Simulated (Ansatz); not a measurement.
Geometry optimisation, Ansatz 0.2.0, RKS r2SCAN-D4/def2-SVP.

The input (input.yaml):

```yaml
crystal:
  periodic: [false, false, false]
  atoms:
    - { symbol: Al, position_ang: [0.057913, -0.18967, 0.184702] }
    - { symbol: "N", position_ang: [0.020852, -0.12932, 2.046363] }
    - { symbol: H, position_ang: [-0.79897, -0.439541, 2.561313] }
    - { symbol: H, position_ang: [0.860038, -0.278808, 2.599881] }
    - { symbol: F, position_ang: [1.50111, -0.224571, -0.623857] }
    - { symbol: F, position_ang: [-1.373382, -0.338949, -0.631552] }
    - { symbol: S, position_ang: [-0.403756, 3.150761, 0.895474] }
    - { symbol: H, position_ang: [-1.710541, 2.868962, 0.696278] }
    - { symbol: H, position_ang: [-0.264663, 2.098435, 1.788199] }
basis:
  gaussian: { orbitals: def2-SVP }
hamiltonian:
  xc: r2scan
  dispersion: d4
relax:
  f_tol: 0.03
  max_steps: 50
```

Launched with:

```bash
$ ansatz run input.yaml --threads 4 --pin off --max-ram 5120MiB --backend cpu --events-out ev --progress --plain --runs-dir out
```

Problem. Where does it end, and by what steps?

Solution. The run converged. After 24 steps the energy has fallen by 1.781 eV; H9 moved furthest, 1.52 Å. Parted: S7–H9 (1.39 → 3.22 Å). Joined: Al1–S7 (3.45 → 2.21 Å), N2–H9 (2.26 → 1.02 Å).

```tsv
step	energy less start (eV)	largest force component (eV/Å)	accepted
0	0.0000	1.811	yes
1	-0.1895	0.754	yes
2	-0.3137	0.592	yes
3	-0.4122	0.472	yes
4	-0.4240	0.326	yes
5	-0.4365	0.206	yes
6	-0.4382	0.150	yes
7	-0.4391	0.084	yes
8	-0.4404	0.074	yes
9	-0.4401	0.248	no
10	-0.4415	0.045	yes
11	-0.4467	0.159	yes
12	-0.4551	0.159	yes
13	-0.4690	0.240	yes
14	-0.4936	0.407	yes
15	-0.7094	1.259	yes
16	-1.1468	1.289	yes
17	-1.4438	1.545	yes
18	-1.5323	2.045	yes
19	-1.6862	0.579	yes
20	-1.6951	1.811	yes
21	-1.7629	0.350	yes
22	-1.7764	0.209	yes
23	-1.7803	0.090	yes
24	-1.7808	0.020	yes
```

```xyz
9
Properties=species:S:1:pos:R:3
Al -0.114 0.687 0.198
N 0.009 0.141 2.141
H -0.738 -0.517 2.376
H 0.903 -0.322 2.325
F 1.362 0.063 -0.292
F -1.493 -0.175 -0.216
S -0.318 2.886 0.209
H -1.654 2.806 0.008
H -0.068 0.947 2.767
```

Whether the end is a true minimum wasn't checked by a vibrational analysis.

The run took 58 s on 4 threads of Arm Neoverse V1 (shared host), peak memory 0.17 GiB.
